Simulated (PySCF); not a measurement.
W(O)(S)(OH)(SH) (H2O2S2W), SMILES [W]([OH])(=[S])(=[O])[SH], multiplicity 1.

The structure is a stationary point at B3LYP-D3(BJ)/def2-SVP. The multiplicity is an assumed one; no other spin state was optimised. The structure was generated by enumeration; whether it is a known compound was not checked. The def2 effective core potentials stand for the cores of W; spin–orbit coupling is left out. Other conformers were not sampled.

Two levels are set side by side: TDA-PBE/def2-SVPD (PySCF) and TDA-PBE0/def2-SVPD (PySCF). Vertical, same geometry. The lowest singlet is HOMO→LUMO 95 % with PBE and HOMO→LUMO 91 % with the other functional; states are paired by order. Differences are taken from unrounded values.

| quantity | TDA-PBE |
|---|---|
| lowest singlet excitation (eV) | 3.22 |
| lowest triplet excitation (TDA) (eV) | 2.85 |

**Question.** These are the TDA-PBE values. What does TDA-PBE0 give? (Estimate from the structure and the level; the computed values follow.)

**Answer.** 
| quantity | TDA-PBE0 | TDA-PBE minus TDA-PBE0 |
|---|---|---|
| lowest singlet excitation (eV) | 3.31 | -0.09 |
| lowest triplet excitation (TDA) (eV) | 2.90 | -0.05 |

Rough cost on one machine, each run with all the roots and properties that it gave: TDA-PBE0 against TDA-PBE about 2 times.
